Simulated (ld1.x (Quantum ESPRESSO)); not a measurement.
# Mg (Z = 12) ultrasoft: all-electron and pseudo phase curves

Mg, ultrasoft, made with ld1.x (Quantum ESPRESSO) 7.5 (PBEsol, scalar-relativistic). Core [He] 2s2, reference 2p6 3s2 3p0. Waves: 3s (bound): rcut 1.80, rcutus 2.25 bohr; 3s channel at 2.7 Ry: rcut 1.80, rcutus 2.25 bohr; 2p (bound): rcut 1.15, rcutus 1.55 bohr; 3p (bound, empty): rcut 1.15, rcutus 1.55 bohr; 3d channel at 0.05 Ry: rcut 1.60, rcutus 1.95 bohr. Local part: all-electron potential smoothed inside 1.20 bohr (lloc = -1). Core correction: Bessel-smoothed model core inside 1.45 bohr. Augmentation charge: PSQ, radius 1.15 bohr.

The phase is arctan(r·u′/u) with u = r·R(r), unwrapped; energies in Ry, scanned from -5 to 5 Ry. A pole is an energy at which the radial function vanishes at the test radius. The pseudo phase is shifted by a multiple of π to meet the all-electron one at the reference energy, and phase errors are pseudo minus all-electron; the curves can meet again beyond the range given. Levels narrower than the energy grid can be missing from the lists of poles.

For each channel, where are the poles, and over which energies does the pseudopotential scatter like the atom?

```json
{"channel": "s", "radius (bohr)": "2.45", "reference energy (Ry)": "-0.34", "poles, all-electron": "1.93", "poles, pseudo": "1.93, 4.52", "unbroken range about the reference energy with phases within 0.05 rad": "below 4.2", "phase error 1 Ry above the reference energy (rad)": "-0.001"}
{"channel": "p", "radius (bohr)": "2.45", "reference energy (Ry)": "-0.10", "poles, all-electron": "-3.40, 2.69", "poles, pseudo": "-3.40, 2.64", "unbroken range about the reference energy with phases within 0.05 rad": "below 4.7", "phase error 1 Ry above the reference energy (rad)": "-0.002"}
{"channel": "d", "radius (bohr)": "2.45", "reference energy (Ry)": "0.05", "poles, all-electron": "3.10", "poles, pseudo": "3.16", "unbroken range about the reference energy with phases within 0.05 rad": "below 4.7", "phase error 1 Ry above the reference energy (rad)": "+0.004"}
```

Phases in the s channel:

| E (Ry) | all-electron | pseudo |
| --- | --- | --- |
| -5.00 | 1.374 | 1.371 |
| -4.74 | 1.367 | 1.364 |
| -4.48 | 1.359 | 1.357 |
| -4.22 | 1.351 | 1.349 |
| -3.96 | 1.342 | 1.340 |
| -3.70 | 1.331 | 1.330 |
| -3.44 | 1.320 | 1.318 |
| -3.18 | 1.306 | 1.305 |
| -2.92 | 1.290 | 1.290 |
| -2.66 | 1.272 | 1.271 |
| -2.40 | 1.249 | 1.248 |
| -2.14 | 1.222 | 1.221 |
| -1.88 | 1.186 | 1.185 |
| -1.62 | 1.139 | 1.138 |
| -1.36 | 1.074 | 1.073 |
| -1.10 | 0.978 | 0.977 |
| -0.84 | 0.824 | 0.824 |
| -0.58 | 0.557 | 0.557 |
| -0.32 | 0.091 | 0.091 |
| -0.06 | -0.496 | -0.497 |
| 0.20 | -0.922 | -0.923 |
| 0.46 | -1.163 | -1.164 |
| 0.72 | -1.305 | -1.306 |
| 0.98 | -1.397 | -1.397 |
| 1.24 | -1.461 | -1.461 |
| 1.50 | -1.510 | -1.510 |
| 1.76 | -1.548 | -1.549 |
| 2.02 | -1.581 | -1.582 |
| 2.28 | -1.611 | -1.611 |
| 2.54 | -1.638 | -1.638 |
| 2.80 | -1.664 | -1.664 |
| 3.06 | -1.691 | -1.691 |
| 3.32 | -1.719 | -1.720 |
| 3.58 | -1.750 | -1.753 |
| 3.84 | -1.787 | -1.794 |
| 4.10 | -1.831 | -1.856 |
| 4.36 | -1.887 | -2.070 |
| 4.62 | -1.965 | -4.911 |
| 4.88 | -2.080 | -5.068 |
